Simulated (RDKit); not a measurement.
Input for RDKit: MMFF94 on CH5ClS (a complex), monomers drawn apart or pushed together.

```python
from rdkit import Chem
from rdkit.Chem import AllChem, rdDetermineBonds

blocks = [
'''3

S    -1.99326862   -0.38723822   -0.43804603
H    -1.26360320    0.64389455   -0.89302091
H    -0.90949051   -1.01259155    0.05505483
''',
'''5

C     0.96196970   -0.43855477    4.76314978
Cl    2.12334071   -1.47045427    3.85654029
H     0.56734889   -1.02197341    5.58917735
H     1.49922401    0.43098780    5.12878208
H     0.16970050   -0.14802064    4.07939584
''',
]
mol = None
for b in blocks:
    f = Chem.MolFromXYZBlock(b)
    rdDetermineBonds.DetermineBonds(f, charge=0)
    mol = f if mol is None else Chem.CombineMols(mol, f)
Chem.SanitizeMol(mol)
print(Chem.MolToSmiles(Chem.RemoveHs(mol)))
ff = AllChem.MMFFGetMoleculeForceField(mol, AllChem.MMFFGetMoleculeProperties(mol), nonBondedThresh=100.0, ignoreInterfragInteractions=False)
e = ff.CalcEnergy()
print(f'MMFF94 energy {e:.6f} kcal/mol')
```

It printed:

```
CCl.S
MMFF94 energy 0.018224 kcal/mol
```

The run finished.

Cost: about 0.04 core-seconds (a rough figure).
